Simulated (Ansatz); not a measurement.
Harmonic frequencies (cm⁻¹) at PBE0-D4/def2-TZVP from Ansatz: 53, 98, 196, 219, 282, 366, 408, 528, 669, 695, 719, 802, 875, 933, 944, 970, 1000, 1006, 1081, 1113, 1200, 1216, 1314, 1375, 1404, 1432, 1482, 1486, 1506, 2212, 2218, 2268, 2559, 2644, 3033, 3052, 3093, 3130, 3134.

Each molecule was computed in one conformer, which needn't be the lowest.

(1) Which molecule is it?
A. `BN(C)[SiH2]C`
B. `BN([SiH3])CC`
C. `CB(N)C[SiH3]`
D. `BN[SiH](C)C`

## Answers

(1) B.
